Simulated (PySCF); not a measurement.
**P⁻ (phosphorus, charge -1) across methods**

[Ne] 3s2 3p4, high-spin 3P determinant. Computed with PySCF 2.14 in aug-cc-pwCVTZ, with the non-relativistic Hamiltonian (point nucleus).

| method | E (hartree) | mean ε 3s β (eV) | mean ε 3p α (eV) | mean ε 3p β (eV) | Σ⟨r²⟩ (bohr²) | ⟨S²⟩ |
| --- | --- | --- | --- | --- | --- | --- |
| TPSSh | -341.3175 | -6.034 | 0.330 | 1.470 | 49.76 | 2.009 |
| LDA | -340.0407 | -5.837 | 0.628 | 1.747 | 51.88 | 2.009 |
| PBEsol | -340.5572 | -5.582 | 0.727 | 1.847 | 51.44 | 2.009 |
| r2SCAN | -341.2745 | -5.556 | 0.452 | 1.707 | 50.39 | 2.016 |
| PBE0 | -341.1716 | -6.805 | -0.236 | 1.031 | 49.97 | 2.009 |
| PBE | -341.1443 | -5.591 | 0.717 | 1.807 | 51.47 | 2.008 |
| PW91 | -341.2912 | -5.620 | 0.702 | 1.786 | 51.26 | 2.008 |
| B97-3 | -341.2591 | -7.000 | -0.211 | 1.001 | 50.34 | 2.010 |
| UHF | -340.70476 | -9.555 | -2.814 | -0.694 | 49.45 | 2.025 |

The highest occupied level is positive at TPSSh, LDA, PBEsol, r2SCAN, PBE0, PBE, PW91, B97-3: only the finite basis holds that electron, which in a density functional comes from self-interaction.
